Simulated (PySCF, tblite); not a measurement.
C11H8.
Cartesian coordinates in Å at the GFN2-xTB level; atoms count from 1:
```
atom  x, y, z in Å
C1    -4.253   -1.436    0.766
C2    -3.197   -0.972    0.431
C3    -1.944   -0.442    0.041
C4    -1.905    0.780   -0.630
C5    -0.706    1.378   -1.055
C6     0.391    0.635   -0.756
C7     0.357   -0.570   -0.089
C8    -0.769   -1.179    0.352
C9     1.701   -0.041   -0.489
C10    2.611    0.503    0.534
C11    3.929    0.433    0.454
H12   -5.180   -1.835    1.055
H13   -2.840    1.283   -0.824
H14   -0.701    2.329   -1.566
H15   -0.825   -2.117    0.883
H16    2.202   -0.520   -1.328
H17    2.130    0.980    1.378
H18    4.421   -0.041   -0.380
H19    4.568    0.842    1.216
```

Theory: PBE0/pcSseg-1 in PySCF (dipole) on a GFN2-xTB geometry, gas phase.

Masses are those of the commonest isotopes; rigid-rotor values at the optimised geometry. The values belong to one conformer with, in the numbering `[CH:1]#[C:2][c:3]1[cH:4][cH:5][c:6]2[c:7]([cH:8]1)[C@@H:9]2[CH:10]=[CH2:11]`, C7–C9–C10–C11 148°.

Task: Give the principal moments of inertia and the rotational constants in MHz.

Result: Ia = 140.73, Ib = 869.98, Ic = 972.13 u·Å²; 505379 MHz·u·Å²/I gives A = 3591, B = 580.9, C = 519.9 MHz.

Task: Classify the top.

Result: A near-prolate asymmetric top; Ray's κ = -0.960.

Task: What does the inertial defect say?

Result: Not planar: Δ = Ic − Ia − Ib = -38.59 u·Å². For a rigid frame Δ = −2 Σ m c², so Σ m c² = 19.29 u·Å² lies off the ab plane: 6.87 from hydrogen and 12.42 from heavier atoms. The atom farthest from that plane is 1.54 Å away.

Task: Predict some low-J microwave lines.

Result: The dipole components are |μa| = 0.58 D, |μb| = 0.26 D, |μc| = 0.02 D. The squared components, which scale the intensities, stand as 1.00 : 0.20 : 0.00 (a : b : c). Some lines, for components of 0.1 D or more:

| type | branch | J(Ka,Kc) | MHz | lower level (cm⁻¹) |
| --- | --- | --- | --- | --- |
| a | Q | 4(1,3) ← 4(1,4) | 610 | 0.458 |
| b | R | 4(0,4) ← 3(1,3) | 1532 | 0.316 |
| a | R | 2(0,2) ← 1(0,1) | 2201 | 0.037 |
| b | Q | 2(1,1) ← 2(0,2) | 3133 | 0.110 |
| a | R | 3(0,3) ← 2(0,2) | 3299 | 0.110 |
| a | R | 3(2,1) ← 2(2,0) | 3306 | 0.516 |
| b | R | 1(1,1) ← 0(0,0) | 4111 | 0.000 |
| a | R | 4(2,2) ← 3(2,1) | 4412 | 0.626 |
| a | R | 4(1,3) ← 3(1,2) | 4523 | 0.328 |
| b | R | 2(1,2) ← 1(0,1) | 5151 | 0.037 |
| b | R | 3(1,3) ← 2(0,2) | 6160 | 0.110 |
| b | R | 4(1,4) ← 3(0,3) | 7141 | 0.220 |
| b | Q | 3(2,1) ← 3(1,2) | 8944 | 0.328 |
| b | Q | 2(2,0) ← 2(1,1) | 9031 | 0.215 |
| b | R | 2(2,1) ← 1(1,0) | 11293 | 0.139 |
| b | R | 2(2,0) ← 1(1,1) | 11355 | 0.137 |
| b | R | 3(2,2) ← 2(1,1) | 12333 | 0.215 |
| b | R | 4(2,3) ← 3(1,2) | 13342 | 0.328 |
| b | R | 4(2,2) ← 3(1,3) | 13722 | 0.316 |
| b | Q | 3(3,1) ← 3(2,2) | 15204 | 0.626 |
| b | Q | 4(3,2) ← 4(2,3) | 15206 | 0.773 |
| b | R | 3(3,1) ← 2(2,0) | 18505 | 0.516 |
| b | R | 4(3,2) ← 3(2,1) | 19604 | 0.626 |
| b | R | 4(3,1) ← 3(2,2) | 19609 | 0.626 |
| b | Q | 4(4,1) ← 4(3,2) | 21283 | 1.280 |
| b | R | 4(4,1) ← 3(3,0) | 25688 | 1.133 |

Task: Estimate the classical rotational partition function at 25 K, 50 K and 200 K.

Result: Point group C1, symmetry number σ = 1; q = (√π/σ)·√((kT/h)³/(ABC)), k/h = 20836.6 MHz/K: 20200 at 25 K, 57200 at 50 K, 458000 at 200 K.

Its GFN2-xTB frequencies are all real (lowest 64 cm⁻¹). Zero-point vibration and centrifugal distortion are left out.
